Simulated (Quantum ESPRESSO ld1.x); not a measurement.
Zn V, configuration [Ar] 3d7.5 4p0.5 (fractional occupations, a model configuration). Calculated with ld1.x of Quantum ESPRESSO 7.5: scalar-relativistic Kohn-Sham, LDA (Slater exchange, VWN5 correlation), spin-polarised, spherical densities, point nucleus; open shells are filled with parallel spins first.

Normalised radial functions P(r) = r R(r), r in bohr:

| r | 3s up | 3d up | 4p down |
|---|---|---|---|
| 0.001901 | 0.0766 | 0.0000 | 0.0005 |
| 0.002178 | 0.0868 | 0.0000 | 0.0006 |
| 0.002476 | 0.0974 | 0.0000 | 0.0008 |
| 0.002836 | 0.1100 | 0.0000 | 0.0010 |
| 0.003224 | 0.1231 | 0.0000 | 0.0013 |
| 0.003693 | 0.1385 | 0.0000 | 0.0016 |
| 0.004198 | 0.1545 | 0.0000 | 0.0021 |
| 0.004809 | 0.1731 | 0.0000 | 0.0026 |
| 0.005466 | 0.1920 | 0.0001 | 0.0034 |
| 0.006212 | 0.2125 | 0.0001 | 0.0042 |
| 0.007118 | 0.2356 | 0.0001 | 0.0055 |
| 0.008089 | 0.2587 | 0.0002 | 0.0069 |
| 0.009268 | 0.2842 | 0.0003 | 0.0088 |
| 0.01053 | 0.3088 | 0.0004 | 0.0111 |
| 0.01207 | 0.3349 | 0.0006 | 0.0142 |
| 0.01372 | 0.3587 | 0.0008 | 0.0178 |
| 0.01571 | 0.3821 | 0.0012 | 0.0225 |
| 0.01786 | 0.4010 | 0.0017 | 0.0280 |
| 0.0203 | 0.4155 | 0.0024 | 0.0347 |
| 0.02326 | 0.4240 | 0.0035 | 0.0434 |
| 0.02643 | 0.4235 | 0.0050 | 0.0532 |
| 0.03028 | 0.4113 | 0.0072 | 0.0657 |
| 0.03442 | 0.3863 | 0.0102 | 0.0795 |
| 0.03943 | 0.3427 | 0.0146 | 0.0964 |
| 0.04482 | 0.2837 | 0.0204 | 0.1144 |
| 0.05134 | 0.2001 | 0.0288 | 0.1356 |
| 0.05836 | 0.1014 | 0.0397 | 0.1570 |
| 0.06632 | -0.0154 | 0.0542 | 0.1789 |
| 0.07599 | -0.1555 | 0.0747 | 0.2016 |
| 0.08636 | -0.2964 | 0.1002 | 0.2205 |
| 0.09894 | -0.4456 | 0.1352 | 0.2357 |
| 0.1125 | -0.5730 | 0.1773 | 0.2428 |
| 0.1288 | -0.6785 | 0.2330 | 0.2392 |
| 0.1464 | -0.7332 | 0.2972 | 0.2224 |
| 0.1678 | -0.7270 | 0.3784 | 0.1875 |
| 0.1907 | -0.6482 | 0.4668 | 0.1371 |
| 0.2167 | -0.4928 | 0.5656 | 0.0695 |
| 0.2483 | -0.2471 | 0.6787 | -0.0183 |
| 0.2822 | 0.0454 | 0.7881 | -0.1110 |
| 0.3233 | 0.3933 | 0.9006 | -0.2113 |
| 0.3674 | 0.7208 | 0.9952 | -0.2969 |
| 0.421 | 1.0263 | 1.0750 | -0.3654 |
| 0.4785 | 1.2381 | 1.1228 | -0.3972 |
| 0.5482 | 1.3555 | 1.1386 | -0.3862 |
| 0.623 | 1.3563 | 1.1180 | -0.3285 |
| 0.7081 | 1.2603 | 1.0639 | -0.2253 |
| 0.8112 | 1.0785 | 0.9743 | -0.0724 |
| 0.922 | 0.8659 | 0.8661 | 0.1006 |
| 1.056 | 0.6329 | 0.7347 | 0.2976 |
| 1.201 | 0.4349 | 0.6041 | 0.4763 |
| 1.375 | 0.2661 | 0.4674 | 0.6367 |
| 1.563 | 0.1523 | 0.3486 | 0.7416 |
| 1.791 | 0.0751 | 0.2396 | 0.7901 |
| 2.036 | 0.0343 | 0.1573 | 0.7723 |
| 2.314 | 0.0137 | 0.0956 | 0.6984 |
| 2.651 | 0.0044 | 0.0511 | 0.5749 |
| 3.013 | 0.0013 | 0.0255 | 0.4379 |
| 3.451 | 0.0003 | 0.0107 | 0.2954 |
| 3.923 | 0.0001 | 0.0041 | 0.1828 |
| 4.494 | 0.0000 | 0.0012 | 0.0964 |
| 5.108 | 0.0000 | 0.0003 | 0.0460 |
| 5.852 | 0.0000 | 0.0001 | 0.0178 |
| 6.651 | 0.0000 | 0.0000 | 0.0061 |

3s up: eigenvalue -201.39 eV, 2 radial nodes at r = 0.0653, 0.277 bohr, <r> = 0.670 bohr, 90 % of the charge inside 1.000 bohr. 3d up: eigenvalue -80.475 eV, 0 radial nodes, <r> = 0.753 bohr, 90 % of the charge inside 1.25 bohr. 4p down (empty): eigenvalue -40.342 eV, 2 radial nodes at r = 0.242, 0.858 bohr, <r> = 2.06 bohr, 90 % of the charge inside 3.01 bohr.
